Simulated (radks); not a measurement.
Effect of the nuclear size on the iridium ion Ir+, [Xe] 4f14 5d7 6s1. Method: Dirac Kohn-Sham, BLYP, spin-unpolarised, spherical densities, finite nucleus; open shells fill j = l - 1/2 first; Fermi nuclear charge, rms radius 5.4032 fm; computed with a radial shooting solver on a logarithmic mesh with Libxc functionals. The rms radius is varied about that value; shifts are against it.

rms radius (fm)  total energy shift (eV)  density at nucleus (e/bohr^3)  1s1/2 shift (meV)  2s1/2 shift (meV)  4p1/2 shift (meV)  5s1/2 shift (meV)  5p1/2 shift (meV)  6s1/2 shift (meV)  6p1/2 (empty) shift (meV)
4.8305                             -15.9                        1.9e+06              -6420               -931             -0.657              -9.73              0.134             -0.972                      0.082
5.1763                             -6.45                      1.851e+06              -2600               -376             -0.267              -3.94              0.054             -0.393                      0.033
5.4032                                 0                      1.821e+06              0.000              0.000              0.000              0.000              0.000              0.000                      0.000
5.6085                              5.98                      1.796e+06               2410                349              0.249               3.65             -0.050              0.365                     -0.031
6.5109                              33.9                      1.697e+06              13700               1980               1.42               20.7             -0.280               2.07                     -0.174

Slopes of the eigenvalues against <r^2> in GHz/fm^2, as finite differences over the two radii next to the reference (eigenvalue slopes, not the field-shift constants of lines): 1s1/2 260000, 2s1/2 37600, 4p1/2 26.7, 5s1/2 394, 5p1/2 -5.38, 6s1/2 39.3, 6p1/2 (empty) -3.31.
